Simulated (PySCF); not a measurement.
## Excitation energy of Al by level of theory

Al [Ne] 3s2 3p1 (2P) → Al [Ne] 3s1 3p1 3d1 (high-spin determinant), as a difference of total energies. Calculation: PySCF 2.14, in aug-cc-pCVTZ-DK with one added diffuse shell each of s, p, d, f type (9s8p6d4f, 91 functions); the spin-free X2C one-electron Hamiltonian (Gaussian nucleus). Correlated levels: valence: [Ne] frozen. The calculations carry no spin-orbit coupling.

| method | excitation energy (eV) |
| --- | --- |
| UHF | 7.451 |
| MP2 (valence) | 8.286 |
| SCS-MP2 (valence) | 8.525 |
| CCSD (valence) | 8.485 |
| CCSD(T) (valence) | 8.461 |

How much does correlation contribute at CCSD(T) (valence)?

8.461 − (7.451) = 1.010 eV, measured against UHF.

The upper state lies above the first ionisation limit, but in LS coupling its spin forbids autoionisation to the ground ion.

The promoted electron is Rydberg-like, and one or two diffuse shells describe it only roughly, which tends to raise the upper state.

The coupled-cluster amplitudes are large for the upper state (T1 above 0.03 or a double amplitude above 0.15), so a single reference is strained.

The determinant of the upper state mixes LS terms, which raises its energy above the lowest term, most at the Hartree-Fock and MP2 levels.
